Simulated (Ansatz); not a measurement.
```xyz
26

C    -1.690    2.319    0.099
C    -1.831    1.461    1.346
B    -0.924    0.187    1.520
C    -1.017   -0.739    2.784
Br   -1.036   -1.056   -0.252
B     1.097   -0.642   -0.452
C     1.889   -1.946   -0.086
C     1.323    0.182   -1.775
C     1.127   -0.646   -3.041
Br    1.167    0.723    1.223
H    -1.896    1.741   -0.805
H    -2.383    3.163    0.116
H    -0.679    2.723    0.008
H    -2.868    1.107    1.437
H    -1.664    2.077    2.241
H    -2.031   -1.143    2.875
H    -0.815   -0.157    3.690
H    -0.323   -1.581    2.768
H     1.608   -2.376    0.877
H     2.963   -1.731   -0.057
H     1.729   -2.711   -0.852
H     0.681    1.067   -1.803
H     2.354    0.562   -1.740
H     0.108   -1.037   -3.106
H     1.304   -0.049   -3.939
H     1.809   -1.499   -3.074
```

Total charge 0; spin multiplicity 1.

**Question.** List the CAM-B3LYP/def2-TZVPP orbital energies in eV (the Gaussian-basis code of Ansatz). (Estimate.)

**Answer.** The calculation gave: Occupied: -13141.19, -13141.17, -1702.66, -1702.64, -1534.40, -1534.39, -1534.37, -1534.37, -1534.35, -1534.32, -278.47, -278.34, -278.22, -278.17, -278.05, -278.03, -238.73, -238.71, -186.83, -186.82, -179.57, -179.56, -179.55, -179.53, -179.42, -179.39, -73.96, -73.95, -73.93, -73.93, -73.84, -73.83, -73.81, -73.80, -73.80, -73.77, -24.61, -23.27, -22.94, -22.67, -21.27, -21.10, -18.99, -18.88, -15.08, -14.75, -14.25, -14.07, -13.76, -13.32, -13.03, -12.93, -12.83, -12.40, -12.12, -11.85, -11.50, -11.22, -10.90, -10.62, -10.51, -10.41, -10.02, -9.79, -9.62, -9.26. Lowest empty: 0.59, 1.61, 1.73, 2.08, 2.26, 2.44, 2.64, 3.02.
